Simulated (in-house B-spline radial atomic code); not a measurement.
Values are calculated unless marked as measured or tabulated.
Hf ion on Ti atom: potential, deflection and energy transfer

The pair potential comes from two frozen, spherical free-atom densities (PBE, B-spline radial code, scalar-relativistic past argon): electrostatics plus the change in Thomas-Fermi kinetic and Dirac exchange energy where they overlap, the recipe behind the universal ZBL potential, which averages such potentials (from solid-state densities) over many pairs. It is written V = (Z1 Z2 e²/r) φ(r/a), with e² = 14.3996 eV·Å and a = 0.46850 Å/(Z1^0.23 + Z2^0.23); ZBL's fit is φ = 0.18175 e^(−3.1998x) + 0.50986 e^(−0.94229x) + 0.28022 e^(−0.4029x) + 0.02817 e^(−0.20162x). Where φ falls below 4e-4 it is continued as an exponential.

Masses 178.49 and 47.87 u.

| x = r/a | φ, this pair | φ, ZBL |
| --- | --- | --- |
| 0.1 | 0.8826 | 0.8928 |
| 0.25 | 0.7557 | 0.7647 |
| 0.5 | 0.6037 | 0.6096 |
| 1 | 0.4121 | 0.4164 |
| 1.5 | 0.296 | 0.2995 |
| 2 | 0.2193 | 0.2218 |
| 3 | 0.128 | 0.1292 |
| 4 | 0.07952 | 0.08026 |
| 5 | 0.05157 | 0.05224 |
| 6.5 | 0.0293 | 0.02914 |
| 8 | 0.01747 | 0.01705 |
| 10 | 0.009157 | 0.008778 |
| 12 | 0.005056 | 0.00474 |
| 14.5 | 0.002543 | 0.002328 |
| 17 | 0.001346 | 0.001212 |
| 20 | 0.0006535 | 0.0005882 |

Question: At x = 5 the electrostatic, kinetic and exchange parts are 15.74, 2519.63 and -170.33 eV. Find r, V and φ.

Answer: a = 0.46850/(2.6742 + 2.0359) = 0.09947 Å, so r = 0.49734 Å. V = 15.74 + 2519.63 + (-170.33) = 2365.04 eV. The bare repulsion is 72 × 22 × 14.3996/0.49734 = 45862 eV, so φ = 0.0516, -1.3 % against ZBL's 0.0522. The kinetic (Pauli) term is 107 % of V here, as the other two terms together attract.

Question: The ion comes in at 10.84 keV with impact parameter 0.4973 Å. The scattering integral gives a centre-of-mass angle of 53.34° and a closest approach of 6.606 a. What are the reduced energy, the energy passed on and the laboratory angles?

Answer: ε = E a M2/(Z1 Z2 e² (M1 + M2)) = 10840 × 9.2223e-07 = 0.01. The most that one collision can pass on is γE with γ = 4 M1 M2/(M1 + M2)² = 0.6670. Here T = γE sin²(θ/2) = 0.6670 × 10840 × 0.2015 = 1457 eV. The ion turns by arctan(sin θ/(cos θ + M1/M2)) = 10.5°, and the struck atom leaves at (180° − θ)/2 = 63.3°. The closest approach is 0.657 Å. With ZBL the angle would be 53.59° and T = 1470 eV.
